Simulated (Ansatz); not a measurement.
Reaction (ligand exchange at the Si–O bond): `CO[SiH2][O][GeH3]` + H₂S → `CO[SiH2]S` + `[OH][GeH3]`

Isolated molecules relaxed with PBE0-D4/def2-TZVP in Ansatz; ΔE leaves out vibrations. CCSD(T)/CBS is the MP2 limit (def2-TZVPP, def2-QZVPP) plus CCSD(T) − MP2 in def2-TZVPP, frozen cores. This one scheme is used for every species. Functionals use def2-TZVPP. B3LYP here is the variant with VWN-RPA as its local correlation; programs differ in this. For Ge outer-core shells are correlated without core-valence functions, which leaves a few kJ/mol of doubt a bond. Scalar relativity is left out up to krypton. Each species was taken in one conformer, which may not be the lowest.

**Question.** Is it downhill or uphill in electronic energy at CCSD(T)/CBS, and by how much? (Estimate.)

**Answer.** Computed: Uphill: ΔE = +63.9 kJ/mol.

**Question.** What do these levels give: PBE-D4, B3LYP-D4, ωB97X-V, ωB97M-V, B2PLYP, PBE, r2SCAN, B3LYP, MP2/def2-TZVPP, SCS-MP2/def2-QZVPP, HF/CBS(def2), MP2/CBS(def2)? (Best estimate.)

**Answer.** Ansatz gave: PBE-D4 46.6, B3LYP-D4 65.3, ωB97X-V 62.6, ωB97M-V 62.8, B2PLYP 64.3, PBE 44.2, r2SCAN 57.7, B3LYP 61.7, MP2/def2-TZVPP 64.2, SCS-MP2/def2-QZVPP 67.4, HF/CBS(def2) 82.1, MP2/CBS(def2) 60.9 kJ/mol.

Largest T1 diagnostic among the species: 0.012.

From PBE to PBE0 (25 % exact exchange), in def2-TZVPP and without D4, ΔE moves by +6.2 kJ/mol. In def2-TZVPP, CCSD(T) changes the Hartree–Fock value by −13.0 kJ/mol (the triples alone add −2.8 kJ/mol) and MP2 by −15.9 kJ/mol. The D4 term adds +3.6 kJ/mol with B3LYP and +2.3 kJ/mol with PBE0; it sums over pairs of atoms, weighted by their polarisabilities, and B3LYP, whose exchange is more repulsive, gets the larger term.
